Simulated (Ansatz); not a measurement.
Total energies of ZnCl₃⁻ from Ansatz at PBE-D4/def2-TZVPD, gas phase (1 Eh = 27.2114 eV = 2625.5 kJ/mol). The reference geometry is relaxed at PBE-D4/def2-SVPD.

Cartesian coordinates in Å:
```
Zn 0.0000 0.0000 -0.0002
Cl 0.3850 -0.4263 2.1668
Cl -1.5182 -1.2048 -1.1268
Cl 1.1333 1.6311 -1.0398
```

```tsv
state	geometry	energy (Eh)
charge -1 singlet	reference	-3159.47981
charge 0 doublet	reference	-3159.28297
charge -1 triplet	relaxed at PBE-D4/def2-SVPD	-3159.33942
charge -1 quintet	relaxed at PBE-D4/def2-SVPD	-3159.10977
```

(1) Work out the vertical ionisation energy to the doublet.

(2) Which of the charge -1 states is lowest, and how far above it are the others?

(1) E(charge 0 doublet) − E(charge -1 singlet) = -3159.28297 − (-3159.47981) = 0.19684 Eh = 5.36 eV. For comparison, −ε of the highest occupied level is 2.71 eV at this level, 2.65 eV less.

(2) The singlet. triplet: -3159.33942 − (-3159.47981) = 0.14039 Eh = 368.6 kJ/mol; quintet: -3159.10977 − (-3159.47981) = 0.37004 Eh = 971.5 kJ/mol. The triplet differs in its bonds from the reference.

At PBE-D4/def2-TZVPD the gap within one spin of the charge 0 doublet nearly closes, so an electron or hole may be smeared out by delocalisation error. At PBE-D4/def2-TZVPD the gap within one spin of the charge -1 quintet nearly closes, so an electron or hole may be smeared out by delocalisation error. At PBE-D4/def2-TZVPD the highest occupied level of the charge -1 quintet lies above zero (up to 1.66 eV). It is a level of α spin, whose loss leaves a quartet; that state wasn't run at this geometry and level. The electron is either unbound and held by the finite basis, or the level is raised by self-interaction error. 

The structure comes from a short search, and lower isomers may exist.
